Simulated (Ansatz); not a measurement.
**A barrier at the coupled-cluster level**

Start structure (BNH$_{5}$Cl$_{3}$O, singlet), relaxed at PBE0-D4/def2-TZVP:

```xyz
11
angstrom
B -0.0550 -1.2232 -0.1408
Cl 1.7668 -1.0047 -0.3685
Cl -0.7085 -2.6312 -1.0953
Cl -0.5283 -1.2703 1.6319
H -0.3359 0.9169 -0.2222
N -0.7214 0.0977 -0.7328
H 1.5171 1.2484 0.7021
O 0.7833 1.8678 0.8226
H -0.5115 0.1838 -1.7240
H -1.7304 0.0586 -0.6154
H 0.5238 1.7562 1.7423
```

The step: BCl₃ ([Cl][B]([Cl])[Cl]) + H₂O + NH₃ → BNH₂Cl₂ ([NH2][B]([Cl])[Cl]) + HCl + H₂O; bonds formed: Cl2–H7, H5–O8; dative contacts that become bonds: B1–N6; bonds broken: B1–Cl2, H5–N6, H7–O8. Computed with Ansatz 0.2.0 (basis: def2-TZVPP and def2-QZVPP); correlated methods freeze the cores. Extrapolation: Hartree–Fock as exp(−7.88 √X), correlation as X^−2.97. Energies below are by CCSD(T) at an estimated basis limit (MP2 extrapolated from triple and quadruple zeta, plus CCSD(T) − MP2 in triple zeta).

**Question.** What are the electronic barrier and the energy of the step, from the start structure to the end structure? (Judge from chemistry; the value comes from the calculation.)

**Answer.** By the calculation: Barrier 1.445 eV; step energy 0.694 eV (uphill); reverse barrier, their difference, 0.750 eV. Barrier and step energy count from the start structure, the reverse barrier from the end structure.

The saddle point: One imaginary mode of 429i cm⁻¹.
| pair | start (Å) | saddle (Å) | end (Å) |
| --- | --- | --- | --- |
| B1–N6 | 1.59 | 1.47 | 1.38 |
| Cl2–H7 | 2.51 | 1.48 | 1.33 |
| H5–O8 | 1.80 | 1.02 | 0.96 |
| B1–Cl2 | 1.85 | 2.43 | 4.40 |
| H5–N6 | 1.04 | 1.65 | 4.23 |
| H7–O8 | 0.97 | 1.28 | 1.66 |

Zero-point energy (harmonic, PBE0-D4): ZPE is 1.999 eV at the start and 1.821 eV at the saddle, so the barrier goes from 1.445 to 1.267 eV.

T1 diagnostic: at most 0.011.

The step is the kind of exchange with an N–H group that builds nitride films in atomic layer and chemical vapour deposition.

Labels in which every atom is bracketed show which atoms are joined, not bond orders.

For scale, one of the runs: CCSD(T)/def2-TZVPP, 289 basis functions, launched by `ansatz run in.yaml --threads 8 --pin off --events-out ev --progress --plain --max-ram 19148MiB`. Hardware: 8 CPU threads of an Arm Neoverse V2, shared host. Wall time 3.2 min; peak host memory 8.8 GiB.
